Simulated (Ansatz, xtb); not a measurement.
**Relative energy of two isomers of C5H7N3**

We compare I, `[H]/N=C\c1c[nH]nc1C`, a singlet, with II, `[H]/N=C\c1cn[nH]c1C`, a singlet. Both are isolated molecules in the gas phase, relaxed with PBE0-D3(BJ)/def2-SVP; the shapes shown needn't be the lowest conformers.

I (Å):

```xyz
15

C    -0.8844   -0.6186   -2.5908
C     0.0855   -0.8312   -1.4803
C     1.0936   -0.9962    0.4929
C    -0.1313   -0.6704   -0.0774
C    -1.3693   -0.2565    0.5778
N     1.3284   -1.2185   -1.7257
N     1.9095   -1.3095   -0.5290
N    -1.6054   -0.1008    1.8194
H    -1.2554    0.4178   -2.6099
H    -0.3929   -0.8291   -3.5493
H    -1.7589   -1.2805   -2.4953
H     2.8786   -1.5944   -0.4721
H     1.4286   -1.0250    1.5280
H    -2.2059   -0.0546   -0.1128
H    -0.7672   -0.3124    2.3733
```

II (Å):

```xyz
15

C     0.6735   -0.1429   -1.8631
C     0.7006   -1.0621   -0.6940
C     0.4001   -2.2829    1.1373
C    -0.2097   -1.2738    0.3426
C    -1.4849   -0.5892    0.5244
N     1.7217   -1.9115   -0.4505
N     1.5655   -2.6568    0.6447
N    -2.3446   -0.7468    1.4501
H     0.5956    0.9072   -1.5436
H     1.5867   -0.2422   -2.4673
H    -0.1860   -0.3536   -2.5173
H     2.5591   -2.0222   -1.0086
H     0.0252   -2.7459    2.0502
H    -1.7237    0.1618   -0.2491
H    -2.0274   -1.4634    2.1131
```

Quicker runs give these differences E(II) − E(I): GFN2-xTB −3.17 kJ/mol; HF/STO-3G −4.61 kJ/mol (at GFN2-xTB geometries); r2SCAN-D4/def2-SVP −1.35 kJ/mol (at GFN2-xTB geometries).

Estimate E(II) − E(I) at the level CCSD(T)/def2-SVP + ΔMP2/def2-TZVPP.

CCSD(T)/def2-SVP + ΔMP2/def2-TZVPP gives E(II) − E(I) = −0.33 kJ/mol, slightly favouring structure II, which is too small a margin to settle the true order.

How the difference moves with the method:

| level | geometry | E(II) − E(I) (kJ/mol) | departure from the last row (kJ/mol) | job, with rough time for the two |
| --- | --- | --- | --- | --- |
| GFN2-xTB | GFN2-xTB | −3.17 | −2.84 | optimisation, 0.44 s |
| HF/STO-3G | GFN2-xTB | −4.61 | −4.28 | single point, 1.8 s |
| r2SCAN-D4/def2-SVP | GFN2-xTB | −1.35 | −1.02 | single point, 13 s |
| PBE0-D3(BJ)/def2-SVP | PBE0-D3(BJ)/def2-SVP | −1.69 | −1.37 | optimisation, 2.2 min |
| HF/def2-SVP | PBE0-D3(BJ)/def2-SVP | −2.35 | −2.02 | part of the CCSD(T) run |
| MP2/def2-SVP | PBE0-D3(BJ)/def2-SVP | −0.22 | +0.11 | part of the CCSD(T) run |
| CCSD(T)/def2-SVP | PBE0-D3(BJ)/def2-SVP | −0.63 | −0.30 | single point |
| CCSD(T)/def2-SVP + ΔMP2/def2-TZVPP | PBE0-D3(BJ)/def2-SVP | −0.33 |  | single point, 5 min |

As drawn, both hold the same kinds of bond in the same numbers.

The largest departure from CCSD(T)/def2-SVP + ΔMP2/def2-TZVPP is that of HF/STO-3G, 4.28 kJ/mol. The last row adds to CCSD(T) the change of the MP2 difference between the two basis sets, here +0.30 kJ/mol.

With thermal terms from frequencies at re-optimised GFN2-xTB minima (ideal gas, soft modes damped towards free rotors, one conformer each, 298.15 K, 1 atm): on the last row, ΔE + ΔZPE = −0.27, ΔH = +0.06, ΔG = −1.08 kJ/mol.

The correlated steps freeze 8 core orbitals. Run with Ansatz 0.2.0, xtb 6.7.1; the last row on 2 threads of Intel(R) Xeon(R) Processor @ 2.50GHz (Skylake/Cascade Lake) on a shared host.
